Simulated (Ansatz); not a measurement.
Total energies of Al5As4H16⁻, a cluster cut from zinc blende AlAs (hydrogen-capped) from Ansatz at PBE0-D4/def2-TZVP, gas phase (1 Eh = 27.2114 eV = 2625.5 kJ/mol). The reference geometry is relaxed at PBE-D4/def2-SVP.

```xyz
25

Al    2.002   -0.444   -2.333
Al    0.681   -2.933    0.751
Al    1.852    1.079    1.658
Al   -1.009    2.745   -1.048
Al   -2.327    0.257    2.042
As    2.009   -0.914    0.120
As   -0.218    0.784   -2.458
As   -1.619   -1.855    0.818
As   -0.530    1.774    1.203
H     1.875   -1.780   -3.230
H     3.096    0.667   -2.738
H     0.661   -4.061   -0.402
H     0.951   -3.379    2.276
H     2.851    2.232    1.133
H     1.976    0.579    3.187
H     0.002    3.943   -1.423
H    -2.586    2.936   -1.325
H    -2.140   -0.103    3.602
H    -3.793    0.661    1.502
H     3.443   -1.409    0.333
H    -0.438    1.168   -3.924
H    -1.317   -0.277   -2.415
H    -2.620   -2.950    1.194
H    -2.084   -1.717   -0.631
H    -0.715    2.997    2.106
```

```
            state                    geometry   energy (Eh)
charge -1 singlet                   reference  -10163.93118
 charge 0 doublet                   reference  -10163.72598
 charge 0 doublet  relaxed at PBE-D4/def2-SVP  -10163.77324
```

Single mean-field runs in def2-TZVP are fitted with def2-universal-jkfit.

Problem. Work out the vertical ionisation energy to the doublet.

Solution. E(charge 0 doublet) − E(charge -1 singlet) = -10163.72598 − (-10163.93118) = 0.20520 Eh = 5.58 eV. For comparison, −ε of the highest occupied level is 4.26 eV at this level, 1.32 eV less.

Problem. How much does the charge 0 doublet relax, and what is the adiabatic ionisation energy?

Solution. Relaxation: -10163.72598 − (-10163.77324) = 0.04726 Eh = 1.29 eV. Adiabatic ionisation energy: 0.15794 Eh = 4.30 eV, without zero-point energy. Bonds change on the way (1 lost, 1 formed), so the relaxed form is another species.
